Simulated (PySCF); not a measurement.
Computed shifts of a molecule C3H4O2Si, PBE/pcSseg-1 in PySCF, GIAO, gas phase, atoms alike by connectivity averaged where their shifts nearly agree, in ppm (number of nuclei): ¹³C: 169.1 (1), 154.3 (1), 148.9 (1). ²⁹Si: -6.4 (1). ¹H: 7.50 (1), 7.16 (1), 5.74 (2). References: ¹⁷O against H2O (σ = 334.3 ppm); ¹³C against TMS (σ = 182.0 ppm); ²⁹Si against TMS (σ = 335.4 ppm); ¹H against TMS (σ = 31.49 ppm), references at their B3LYP-D3(BJ)/def2-TZVP geometries, non-relativistic. Geometry: PBE0-D3(BJ)/def2-SVP. Other conformers were not sampled.

**Question.** Pick the molecule that these values belong to.
(A) C#C[SiH2]C(=O)O
(B) O=C1C=CO[SiH2]1
(C) O=C1CC(=O)[SiH2]1
(D) O=C1C=C[SiH2]O1

**Answer.** D, O=C1C=C[SiH2]O1
